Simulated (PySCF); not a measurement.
# Correlation energy of Cs (caesium, neutral)

Starting occupation: [Xe] 5d1, 5d5/2 with m_j = +5/2. Calculation: PySCF 2.14, in x2c-TZVPall-2c with one added diffuse shell each of s, p, d type (12s12p10d1f, 105 functions); X2C-1e with screened-nucleus spin-orbit coupling, Gaussian nucleus. Frozen: [Kr] 4d10; 9 electrons correlated; the 28 highest virtual spinors left out.

MP2 pair energies summed by pair of shells (mhartree):

| pair | energy | share (%) |
| --- | --- | --- |
| 5p3/2-5p3/2 | -45.31 | 32.4 |
| 5p1/2-5p3/2 | -43.13 | 30.8 |
| 5p3/2-5s1/2 | -18.88 | 13.5 |
| 5p1/2-5p1/2 | -11.73 | 8.4 |
| 5p1/2-5s1/2 | -9.53 | 6.8 |
| 5s1/2-5s1/2 | -5.40 | 3.9 |
| 5d5/2-5p3/2 | -3.84 | 2.7 |
| 5d5/2-5p1/2 | -1.57 | 1.1 |
| 5d5/2-5s1/2 | -0.47 | 0.3 |

Total MP2 correlation energy: -139.86 mhartree.

This basis was not built for core-valence correlation, so the inner-shell part is incomplete.
